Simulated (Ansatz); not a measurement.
Compare A (`[SiH3]S/C=C/S`) with its isomer B (`CC1(S)[SiH2]S1`).

Computed with Ansatz on PBE0-D4/def2-TZVP structures; ΔE is electronic, products minus reactants. CCSD(T)/CBS adds triple-zeta CCSD(T) − MP2 to the extrapolated MP2 energy (def2 sets, frozen cores). DFT in def2-TZVPP. B3LYP here is the variant with VWN-RPA as its local correlation; programs differ in this. Each species was taken in one conformer, which may not be the lowest.

(1) Which isomer does CCSD(T)/CBS put lower? Give the gap. (Best estimate.)

(2) Give E(B) − E(A) in kJ/mol with B3LYP, B3LYP-D4, ωB97M-V, MP2/def2-TZVPP, CCSD(T)/def2-TZVPP, CCSD/def2-TZVPP, B2PLYP. (Best estimate.)

Largest T1 diagnostic: 0.012.

Results:

(1) Ansatz gave: B, by 25.2 kJ/mol.

(2) Ansatz gave: B3LYP -0.8, B3LYP-D4 -9.5, ωB97M-V -25.3, MP2/def2-TZVPP -35.1, CCSD(T)/def2-TZVPP -20.8, CCSD/def2-TZVPP -17.5, B2PLYP -12.7. None reverses the order clearly.

The D4 term adds −8.8 kJ/mol with B3LYP and −4.2 kJ/mol with PBE0; it sums over pairs of atoms, weighted by their polarisabilities, and B3LYP, whose exchange is more repulsive, gets the larger term. From PBE to PBE0 (25 % exact exchange), in def2-TZVPP and without D4, E(B) − E(A) moves by −5.6 kJ/mol.
